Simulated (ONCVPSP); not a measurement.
**A failed generation for W**

Input:

```
# ATOM AND REFERENCE CONFIGURATION
# atsym  z   nc   nv     iexc    psfile
  W 74.00   10    4  -001012      upf
#
#   n    l    f
    1    0    2.00
    2    0    2.00
    2    1    6.00
    3    0    2.00
    3    1    6.00
    3    2   10.00
    4    0    2.00
    4    1    6.00
    4    2   10.00
    4    3   14.00
    5    0    2.00
    5    1    6.00
    5    2    4.00
    6    0    2.00
#
# PSEUDOPOTENTIAL AND OPTIMIZATION
# lmax
    2
#
#   l,   rc,      ep,       ncon, nbas, qcut
    0    1.80    0.00    4    9   11.30
    1    1.75    0.00    4    7    9.50
    2    2.90    0.00    5   10    8.20
#
# LOCAL POTENTIAL
# lloc, lpopt,  rc(5),   dvloc0
    4    3    1.20    1.00
#
# VANDERBILT-KLEINMAN-BYLANDER PROJECTORs
# l, nproj, debl
    0    2    3.50
    1    2    0.70
    2    1    3.40
#
# MODEL CORE CHARGE
# icmod, fcfact, rcfact
    3    3.75    1.45
#
# LOG DERIVATIVE ANALYSIS
# epsh1, epsh2, depsh
   -4.00    5.00    0.02
#
# OUTPUT GRID
# rlmax, drl
    6.00    0.01
#
# TEST CONFIGURATIONS
# ncnf
    4
# nvcnf
#   n    l    f
    4
    5    0    2.00
    5    1    6.00
    5    2    4.00
    6    0    1.00
#
    4
    5    0    2.00
    5    1    6.00
    5    2    4.00
    6    0    0.00
#
    4
    5    0    2.00
    5    1    6.00
    5    2    3.00
    6    0    0.00
#
    5
    5    0    2.00
    5    1    6.00
    5    2    4.00
    6    0    1.00
    6    1    1.00
#
```

```bash
oncvpspr.x < W.dat > W.out
```

End of the output:

```
    4    1    6.00    -1.4823067D+01    -1.7319914D+01
    4    2   10.00    -8.5512261D+00    -9.0112612D+00
    4    3   14.00    -1.1896917D+00    -1.2720644D+00
    5    0    2.00    -2.9073447D+00
    5    1    6.00    -1.4925459D+00    -1.8572278D+00
    5    2    4.00    -1.6162125D-01    -1.8865590D-01
    6    0    2.00    -2.1704098D-01

Reference configufation results
  iterations    28
  all-electron total energy (Ha)   -1.61564208D+04

Begin loop to  construct optimized pseudo wave functions
and semi-local pseudopoentials for all angular momenta

Calculating optimized projector #   1

 for l=   0

    Fraction of norm inside rc  0.965826
    Optimizing pswf for qcut=  11.29 a_B^-1,  ecut=  63.73 Ha
    Residual kinetic energy error=  2.44D-09 Ha
 ERROR pspot:  first pseudo wave function has node,          program will stop
 ERROR pspot: try changing psp parameters for this l
```

Question: Why did it fail, and what change makes it run?

Answer: The run stopped because the optimised pseudo-wave of the first projector has a node, so the radial equation cannot be inverted for a potential. A run that differs only in the following succeeds: s: qcut 8.4; p: qcut 7.1; d: qcut 6.1. Other answers can fit too; this one was computed.
